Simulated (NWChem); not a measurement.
System: C3H8Be; SMILES [CH]([BeH])(C)C

NWChem printed, in part:

```
             Northwest Computational Chemistry Package (NWChem) 7.3.0
             --------------------------------------------------------

                             Geometry "geometry" -> ""
                             -------------------------

 Output coordinates in angstroms (scale by  1.889725989 to convert to a.u.)

  No.       Tag          Charge          X              Y              Z
 ---- ---------------- ---------- -------------- -------------- --------------
    1 Be                   4.0000     1.80361700     0.07873500     0.03749800
    2 H                    1.0000     3.11885400     0.13583000     0.31591200
    3 C                    6.0000     0.14700300     0.00666400    -0.32391100
    4 C                    6.0000    -0.63262200     1.24703900     0.16387700
    5 C                    6.0000    -0.52235800    -1.29585500     0.16569800
    6 H                    1.0000     0.09394600     0.00354400    -1.44281400
    7 H                    1.0000    -1.70227900     1.20679100    -0.14490000
    8 H                    1.0000    -0.62725400     1.32580000     1.27266700
    9 H                    1.0000    -0.21615400     2.19712600    -0.23236700
   10 H                    1.0000    -0.02527500    -2.20687300    -0.22937900
   11 H                    1.0000    -1.59151200    -1.34871500    -0.14292400
   12 H                    1.0000    -0.51009600    -1.37239300     1.27459400

 Effective nuclear repulsion energy (a.u.)     101.2844724519

  xc_inp: hfexch multiplicative factor not found.
                              NWChem Property Module
                              ----------------------

                                 NWChem DFT Module
                                 -----------------

 Summary of "ao basis" -> "ao basis" (spherical)
 ------------------------------------------------------------------------------
       Tag                 Description            Shells   Functions and Types
 ---------------- ------------------------------  ------  ---------------------
 Be                        def2-svpd                 6       12   3s3p
 H                         def2-svpd                 4        8   2s2p
 C                         def2-svpd                 8       20   4s2p2d

            General Information
            -------------------
          SCF calculation type: DFT
          Wavefunction type:  closed shell.
          No. of atoms     :    12
          No. of electrons :    30
           Alpha electrons :    15
            Beta electrons :    15
          Charge           :     0
          Spin multiplicity:     1
          Use of symmetry is: off; symmetry adaption is: off
          Maximum number of iterations: 150
          AO basis - number of functions:   136
                     number of shells:    62
          Convergence on energy requested:  1.00D-06
          Convergence on density requested:  1.00D-05
          Convergence on gradient requested:  5.00D-04

              XC Information
              --------------
                     Hartree-Fock (Exact) Exchange  1.000

      Superposition of Atomic Density Guess
      -------------------------------------

 Sum of atomic energies:        -131.42312578

      Non-variational initial energy
      ------------------------------

 Total energy =    -133.741155
 1-e energy   =    -374.212146
 2-e energy   =     139.186518
 HOMO         =      -0.300740
 LUMO         =       0.024982

   convergence    iter        energy       DeltaE   RMS-Dens  Diis-err
 ---------------- ----- ----------------- --------- --------- ---------
 d= 0,ls=0.0,diis     1   -132.7295424264 -2.34D+02  6.05D-03  2.57D-01
 d= 0,ls=0.0,diis     2   -132.7755573087 -4.60D-02  2.03D-03  2.68D-02
 d= 0,ls=0.0,diis     3   -132.7802807750 -4.72D-03  9.04D-04  5.36D-03
 d= 0,ls=0.0,diis     4   -132.7811511046 -8.70D-04  1.66D-04  3.85D-05
 d= 0,ls=0.0,diis     5   -132.7811659710 -1.49D-05  3.07D-05  2.53D-06
 d= 0,ls=0.0,diis     6   -132.7811667046 -7.34D-07  1.28D-05  2.80D-07
 d= 0,ls=0.0,diis     7   -132.7811668040 -9.93D-08  3.18D-06  1.25D-08

         Total DFT energy =     -132.781166803952
      One electron energy =     -378.029757099561
           Coulomb energy =      165.069099879088
    Exchange-Corr. energy =      -21.104982035426
 Nuclear repulsion energy =      101.284472451946

 Numeric. integr. density =        0.000000000000

                       DFT Final Molecular Orbital Analysis
                       ------------------------------------

 Vector   13  Occ=2.000000D+00  E=-4.665827D-01
              MO Center=  2.4D-01,  1.1D-02, -7.3D-02, r^2= 3.7D+00
   Bfn.  Coefficient  Atom+Function         Bfn.  Coefficient  Atom+Function
  ----- ------------  ---------------      ----- ------------  ---------------
    27      0.254229   3 C  pz               81     -0.253820   6 H  s
    30      0.195572   3 C  pz               47     -0.184514   4 C  pz
    67     -0.184602   5 C  pz               97     -0.177735   8 H  s
   129     -0.177715  12 H  s                28     -0.174508   3 C  px
    13     -0.156539   2 H  s                25     -0.148479   3 C  px

[...]

 DFT Linear Response polarizability / au
 Frequency  =       0.0000000 / au
              X              Y              Z
 -----------------------------------------------
 X      53.7914056     -0.0278423     -0.8211207
 Y      -0.0278423     54.4193477     -0.0403045
 Z      -0.8211341     -0.0403051     47.9250622
 -----------------------------------------------
 Eigenvalues =      53.9032257     54.4205826     47.8120071
 Isotropic   =      52.0452718
 Anisotropic =       6.3656842
 -----------------------------------------------

 Magnetic Dipole Response Matrix (nonzero elements):

 Exiting AOResponse driver routine
```

Level: Hartree-Fock/def2-SVPD. The geometry was optimised at PBE-D3(BJ)/def2-SVP.

Question: Which NWChem input produces such a log?

Answer: Several could match; the one computed here: the input that was run:
```
start job
memory heap 200 mb stack 900 mb global 1100 mb
geometry units angstroms noautosym nocenter noautoz
  Be     1.803617     0.078735     0.037498
  H      3.118854     0.135830     0.315912
  C      0.147003     0.006664    -0.323911
  C     -0.632622     1.247039     0.163877
  C     -0.522358    -1.295855     0.165698
  H      0.093946     0.003544    -1.442814
  H     -1.702279     1.206791    -0.144900
  H     -0.627254     1.325800     1.272667
  H     -0.216154     2.197126    -0.232367
  H     -0.025275    -2.206873    -0.229379
  H     -1.591512    -1.348715    -0.142924
  H     -0.510096    -1.372393     1.274594
end
basis spherical
  Be library def2-svpd
  H library def2-svpd
  C library def2-svpd
end
dft
  xc hfexch
  iterations 150
end
property
  response 1 0.0
end
task dft property
```
